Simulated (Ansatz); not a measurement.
**Worked example: InH2(CH3) + C3H7FO → InH2(OH) + C4H9F**

Species: InH2(CH3), singlet; C3H7FO `CC(O)CF`, singlet; InH2(OH), singlet; C4H9F `CC(C)CF`, singlet. The partners trade CH3 for OH: In–CH3 and C–OH bonds give way to In–OH and C–CH3.

Shapes, held fixed at every level: PBE0-D4/def2-TZVP. Flexible molecules stand in one conformer, not always the lowest. Programs: Ansatz 0.2.0. Electronic energies: no zero-point or thermal term.

At CCSD(T)/def2-TZVPP; 1 Eh = 2625.50 kJ/mol:

| species | energy (Eh) |
| --- | --- |
| InH2(CH3) | -230.488388 |
| C3H7FO | -293.180650 |
| InH2(OH) | -266.411415 |
| C4H9F | -257.292821 |

Q: Work out ΔE of the reaction at this level.

A: 
1. Products less reactants: (-266.411415) + (-257.292821) − [(-230.488388) + (-293.180650)] = -0.035198 Eh = -92.4 kJ/mol.

Other levels give -95.3 (B2PLYP/def2-TZVPP) to -86.0 kJ/mol (HF/def2-TZVPP). No measured value is set beside it here. For atoms past krypton def2 sets carry core potentials with scalar relativity. Outer-core shells of In are correlated in most correlated rows, in sets that cover them unevenly.
